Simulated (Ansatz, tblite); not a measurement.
Cost and result up the ladder for GaH₂Br (4 atoms). The state is a singlet with charge 0. Geometry: PBE-D4/def2-TZVP.

```xyz
4

Ga    0.0521   -0.0089   -0.2407
H     1.4337   -0.6541   -0.5967
H    -1.0494    0.5887   -1.1797
Br   -0.4364    0.0743    2.0172
```

Ansatz on 4 threads of Arm Neoverse V2 on a shared host; xTB runs through tblite on one thread. Times are rough, summed over both states, and most runs start from the orbitals of an earlier one. PBE0-D4/def2-TZVP serves as the yardstick here, not as an exact answer. The other state is a triplet.

The xTB rows come from tblite.

xTB has no spin-polarisation term.

```json
{"level": "GFN1-xTB", "functions": "22", "wall time": "0.004 s", "vertical triplet (eV)": "6.32", "difference from PBE0-D4/def2-TZVP (eV)": "1.68"}
{"level": "GFN2-xTB", "functions": "20", "wall time": "0.004 s", "vertical triplet (eV)": "5.12", "difference from PBE0-D4/def2-TZVP (eV)": "0.49"}
{"level": "PBE-D4/def2-TZVP", "functions": "108", "wall time": "1.5 s", "vertical triplet (eV)": "4.29", "difference from PBE0-D4/def2-TZVP (eV)": "-0.34"}
{"level": "PBE0-D4/def2-TZVP (with forces)", "functions": "108", "wall time": "2.8 s", "vertical triplet (eV)": "4.64", "difference from PBE0-D4/def2-TZVP (eV)": "0.00"}
{"level": "r2SCAN-D4/def2-TZVP", "functions": "108", "wall time": "3.8 s", "vertical triplet (eV)": "4.40", "difference from PBE0-D4/def2-TZVP (eV)": "-0.24"}
```
